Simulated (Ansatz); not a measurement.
Geometry optimisation, Ansatz 0.2.0, RHF/def2-SVP.

input.yaml

```yaml
crystal:
  periodic: [false, false, false]
  atoms:
    - { symbol: Ge, position_ang: [0.020719, -0.014085, -1.099408] }
    - { symbol: H, position_ang: [1.132687, 0.248717, 1.404828] }
    - { symbol: H, position_ang: [1.649674, -0.148175, 1.116937] }
    - { symbol: F, position_ang: [-0.795214, 1.23836, -0.223868] }
    - { symbol: F, position_ang: [-0.854567, -1.324818, -0.382189] }
basis:
  gaussian: { orbitals: def2-SVP }
hamiltonian:
  xc: hf
relax:
  f_tol: 0.03
  max_steps: 50
output:
  orbitals: {}
```

Launched with:

```bash
$ ansatz run input.yaml --threads 1 --pin off --max-ram 2048MiB --backend cpu --events-out ev --progress --plain --runs-dir out
```

Where does it end, and by what steps?

The forces met the threshold. The force dipped under the threshold on the way, but the program's further checks kept it going. After 29 steps the energy has fallen by 0.083 eV; H3 moved furthest, 1.16 Å.

```json
{"step": "0", "energy less start (eV)": "0.0000", "largest force component (eV/Å)": "1.111", "accepted": "yes"}
{"step": "2", "energy less start (eV)": "-0.0631", "largest force component (eV/Å)": "0.241", "accepted": "yes"}
{"step": "4", "energy less start (eV)": "-0.0706", "largest force component (eV/Å)": "0.141", "accepted": "yes"}
{"step": "6", "energy less start (eV)": "-0.0730", "largest force component (eV/Å)": "0.134", "accepted": "yes"}
{"step": "8", "energy less start (eV)": "-0.0749", "largest force component (eV/Å)": "0.058", "accepted": "yes"}
{"step": "10", "energy less start (eV)": "-0.0766", "largest force component (eV/Å)": "0.036", "accepted": "yes"}
{"step": "12", "energy less start (eV)": "-0.0778", "largest force component (eV/Å)": "0.078", "accepted": "yes"}
{"step": "14", "energy less start (eV)": "-0.0785", "largest force component (eV/Å)": "0.012", "accepted": "yes"}
{"step": "16", "energy less start (eV)": "-0.0800", "largest force component (eV/Å)": "0.050", "accepted": "yes"}
{"step": "18", "energy less start (eV)": "-0.0642", "largest force component (eV/Å)": "0.933", "accepted": "no"}
{"step": "20", "energy less start (eV)": "-0.0811", "largest force component (eV/Å)": "0.046", "accepted": "yes"}
{"step": "22", "energy less start (eV)": "-0.0816", "largest force component (eV/Å)": "0.004", "accepted": "yes"}
{"step": "24", "energy less start (eV)": "-0.0817", "largest force component (eV/Å)": "0.227", "accepted": "no"}
{"step": "26", "energy less start (eV)": "-0.0826", "largest force component (eV/Å)": "0.051", "accepted": "yes"}
{"step": "28", "energy less start (eV)": "-0.0831", "largest force component (eV/Å)": "0.057", "accepted": "yes"}
{"step": "29", "energy less start (eV)": "-0.0833", "largest force component (eV/Å)": "0.003", "accepted": "yes"}
```

```xyz
5
Properties=species:S:1:pos:R:3
Ge -0.937 0.085 -1.682
H 1.564 0.372 1.636
H 2.136 0.237 2.097
F -0.255 0.752 -0.237
F -1.354 -1.446 -0.998
```

Run time: 27 s on 1 thread of Arm Neoverse V2 (shared host), peak memory 0.12 GiB.
